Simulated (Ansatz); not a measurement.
Ag₄H₄⁺. The state is a doublet with charge 1. Geometry r2SCAN-D4/def2-SVP, basis def2-TZVP, Ansatz.

```xyz
8

Ag   -0.475    0.937    0.150
Ag    0.621   -1.619   -0.099
Ag   -1.292    3.460    0.372
Ag    1.716   -4.031   -0.865
H     2.134   -2.480   -0.311
H    -2.081    1.893    0.524
H     0.241    2.592    0.011
H    -0.863   -0.751    0.218
```

```csv
run,HOMO (eV),LUMO (eV)
A,-9.65,-7.81
B,-9.08,-8.36
C,-12.90,-4.06
D,-10.10,-7.46
E,-9.24,-8.15
```

In the def2 sets Ag takes a core potential; there is no spin–orbit coupling. Another isomer (doublet) lies 0.26 eV lower at PBE0-D4/def2-TZVP; other spin states weren't run for this one.

HOMO and LUMO are taken over both spins.

Problem. The runs used HF, PBE, PBE0, r2SCAN, r2SCANh. Estimate which is which.

Solution. A r2SCANh (10 % exact exchange); B PBE (0 % exact exchange); C HF (100 % exact exchange); D PBE0 (25 % exact exchange); E r2SCAN (0 % exact exchange). Exact exchange lowers occupied and raises empty levels; among semilocal functionals meta-GGAs tend to open the gap a little, and such runs are hard to tell apart. The gap grows from 0.72 eV (PBE) to 8.83 eV (HF).
